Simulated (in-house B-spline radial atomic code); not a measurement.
A fraction x of an electron is removed from 5p in neutral iodine, starting from [Kr] 4d10 5s2 5p5 and keeping the highest spin. Method: scalar-relativistic (X2C) HSE06, spin-polarised, spherical fractional occupations, Fermi nucleus of rms radius 4.75 fm. Calculated with a B-spline radial code for spherical atoms.

Caution: exact exchange at fractional occupations of open shells leaves self-interaction of up to several eV.

| x | E(x) - E(0) (eV) | 5p down level (eV) |
| --- | --- | --- |
| 0 | 0.0000 | -7.037 |
| 0.08 | 0.5851 | -7.592 |
| 0.15 | 1.1337 | -8.081 |
| 0.35 | 2.8917 | -9.504 |
| 0.43 | 3.6750 | -10.081 |
| 0.5 | 4.3986 | -10.591 |
| 0.6 | 5.4944 | -11.325 |
| 0.66 | 6.1873 | -11.770 |
| 0.8 | 7.9081 | -12.816 |
| 0.88 | 8.9575 | -13.420 |
| 1 | 10.6227 | -14.333 |

The exact functional would give a straight line between the two integer points. Deviations E(x) - E(0) - x[E(1) - E(0)], in eV: -0.265 at x = 0.08, -0.46 at x = 0.15, -0.826 at x = 0.35, -0.893 at x = 0.43, -0.913 at x = 0.5, -0.879 at x = 0.6, -0.824 at x = 0.66, -0.59 at x = 0.8, -0.39 at x = 0.88.

The curve lies below the straight line by up to 0.913 eV (at x = 0.5): convex, the delocalisation error, to which spherically averaged exact exchange adds.

(1) How well does Slater's transition state (minus the level at half occupation) give the ionisation energy?

Answers

(1) It gives 10.591 eV against 10.623 eV from the two total energies; NIST lists 10.45 eV, ground level to ground level. The end point has an open shell averaged over its orbitals, so its exact exchange keeps a self-interaction and this is no true integer point.
